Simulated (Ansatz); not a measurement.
`[CH3][Zn][F]` + HBr → `[F][Zn][Br]` + CH₄ at 700 K and 1 bar (ligand exchange at a Zn–C bond).

Program: Ansatz. Geometries: PBE0-D4/def2-TZVP. ΔE: electronic, gas phase. CBS: MP2 limit from def2 TZ/QZ plus the TZ coupled-cluster correction, frozen cores. This one scheme is used for every species. For Br, Zn outer-core shells are correlated without core-valence functions, which leaves a few kJ/mol of doubt a bond. Scalar relativity is left out up to krypton.

```tsv
species	CCSD(T)/CBS energy (Eh)	H − E (kJ/mol)	S (J/(mol·K))
`[CH3][Zn][F]`	-1918.06698	145.8	346.6
HBr	-2573.91920	36.5	223.7
`[F][Zn][Br]`	-4451.58211	44.8	332.5
CH₄	-40.46206	145.9	224.0
```

H − E and S are ideal-gas, rigid-rotor, harmonic terms from PBE0-D4/def2-TZVP. 1 Eh = 2625.50 kJ/mol, R = 8.31446 J/(mol·K).

Question: By hand: ΔE, ΔH, ΔS and ΔG.

Answer: ΔE = (-4451.58211) + (-40.46206) − (-1918.06698) − (-2573.91920) = -0.05799 Eh = -152.3 kJ/mol. Δ(H − E) = 44.8 + 145.9 − 145.8 − 36.5 = 8.4, so ΔH = -143.9 kJ/mol. ΔS = 332.5 + 224.0 − 346.6 − 223.7 = -13.8 J/(mol·K). ΔG = -143.9 − 700 × (-13.8)/1000 = -134.2 kJ/mol.

Question: By hand: the equilibrium constant, and the temperature at which ΔG would vanish if ΔH and ΔS stayed fixed.

Answer: log₁₀ K = −ΔG/(RT ln 10) = 10.0. ΔG = 0 at ΔH/ΔS = 10428 K, far beyond where these terms or the molecules hold.

The number of gas molecules stays the same, so ΔS is small and ΔH decides. A doubt of 5 kJ/mol in ΔE shifts log₁₀ K by 0.4 here. These are equilibria of isolated gas molecules and say nothing of rates. Largest T1 diagnostic: 0.016 (customary marks: 0.02 for closed shells, 0.045 for open ones).
